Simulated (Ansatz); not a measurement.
CH$_{4}$BNOS (`BNC(=O)S`). The species carries charge 0 and has multiplicity 1. The structure was optimised at the PBE0-D4/def2-TZVP level. It is one conformer, not always the lowest.

```xyz
9

B    -0.098   -1.543   -0.744
N     0.324   -0.502    0.109
C    -0.201    0.787    0.136
O    -1.088    1.180   -0.560
S     0.626    1.800    1.358
H     0.463   -2.590   -0.634
H    -0.974   -1.343   -1.520
H     1.070   -0.666    0.770
H    -0.123    2.877    1.084
```

(1) What is the dipole moment at PBE/def2-TZVPP? (Estimate.)

(2) And with r2SCAN, B3LYP, ωB97M-V? (Best estimate.)

(3) Give the Mulliken charges with PBE, ωB97M-V, B3LYP in def2-TZVPP. (Estimate.)

Answers

(1) Ansatz gave: 2.32 D, with components (1.68, -0.10, 1.59) D in this frame, pointing from negative to positive charge.

(2) Ansatz gave: r2SCAN 2.33 D, B3LYP 2.43 D, ωB97M-V 2.44 D.

(3) Computed: 
```csv
atom,PBE,ωB97M-V,B3LYP
B1,-0.08,-0.14,-0.08
N2,-0.11,-0.14,-0.16
C3,0.22,0.27,0.28
O4,-0.23,-0.29,-0.27
S5,-0.15,-0.12,-0.14
H6,0.01,0.06,0.03
H7,0.04,0.10,0.06
H8,0.16,0.12,0.15
H9,0.14,0.14,0.13
```

B3LYP here is the variant with VWN-RPA as its local correlation; programs differ in this.
